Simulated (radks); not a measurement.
Values are calculated unless marked as measured or tabulated.
Task: The mean radii <r> (bohr) of the occupied orbitals of an atom or ion are listed with their occupations. Level of theory: Dirac Kohn-Sham, exchange-only PBE, spin-unpolarised, spherical densities, finite nucleus; Fermi nuclear charge, rms radius of each element as measured or else 0.836 A^(1/3) + 0.57 fm (a radial shooting solver on a logarithmic mesh with Libxc functionals).

orbital  occ.      <r>
1s1/2       2  0.02362
2s1/2       2  0.09908
2p1/2       2  0.08295
2p3/2       4  0.08909
3s1/2       2   0.2403
3p1/2       2   0.2271

Name the element and its charge. Open shells, if any, fill j = l - 1/2 first.

Result: Z = 60, neodymium, charge +46: Nd46+ in [Ne] 3s2 3p2. The 1s radius gives Z: for a bare nucleus <r> = (2 gamma + 1)/(2Z) with gamma = sqrt(1 - (Z/c)^2), 0.02332 bohr for Z = 60, and screening makes it slightly larger (0.02362 here). The occupations add up to 14, and the charge is Z minus that.
